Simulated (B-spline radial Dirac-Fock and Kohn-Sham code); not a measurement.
Method: relativistic Hartree-Fock (Dirac-Fock) wave functions, averaged over the configuration. Computed with a B-spline atomic structure program.

**Question.** This computed X-ray form factor belongs to an atom or ion in its tabulated ground configuration. Which?

```
sin θ/λ (Å⁻¹)      f₀
         0.03  41.880
         0.05  41.667
         0.06  41.523
         0.07  41.353
         0.09  40.943
         0.11  40.442
          0.6  22.214
         1.73   8.296
         2.63   5.231
```

**Answer.** Cd⁶⁺, with 42 electrons in [Kr] 4d6. f₀ tends to the number of electrons as s goes to zero, which the first rows give only roughly, and the rate of fall reflects the nuclear charge, 48.
